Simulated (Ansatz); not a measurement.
Start from `F[SiH](F)[CH2][GeH3]` and change one atom or group to get `F[SiH](F)F`.

Ansatz, PBE0-D4/def2-TZVP geometries, multiplicity 1. Each molecule was computed in one conformer, which needn't be the lowest.

Scalar relativity is left out up to krypton.

| property | `F[SiH](F)[CH2][GeH3]` |
| --- | --- |
| LUMO energy (ωB97M-V/def2-TZVPP) / eV | 2.10 |
| HOMO–LUMO gap (PBE/def2-TZVPP) / eV | 7.28 |
| HOMO energy (B3LYP/def2-TZVPP) / eV | -8.85 |
| HOMO–LUMO gap (B3LYP/def2-TZVPP) / eV | 9.02 |
| size of the dipole moment (B3LYP/def2-TZVPP) / D | 2.02 |
| LUMO energy (PBE/def2-TZVPP) / eV | -0.44 |

What does the change do to each property? (Best estimate.)

Computed: 
| property | `F[SiH](F)F` | shift |
| --- | --- | --- |
| LUMO energy (ωB97M-V/def2-TZVPP) / eV | 2.71 | 0.61 |
| HOMO–LUMO gap (PBE/def2-TZVPP) / eV | 9.69 | 2.41 |
| HOMO energy (B3LYP/def2-TZVPP) / eV | -11.01 | -2.16 |
| HOMO–LUMO gap (B3LYP/def2-TZVPP) / eV | 11.73 | 2.71 |
| size of the dipole moment (B3LYP/def2-TZVPP) / D | 1.32 | -0.70 |
| LUMO energy (PBE/def2-TZVPP) / eV | 0.14 | 0.58 |

With PBE0 the HOMO falls by 2.16 eV and the LUMO rises by 0.60 eV, so the gap widens by about 2.76 eV. PBE moves the HOMO by -1.83 eV and ωB97M-V by -2.30 eV. Dipoles are sizes alone; their direction can turn.

B3LYP here is the variant with VWN-RPA as its local correlation; programs differ in this.
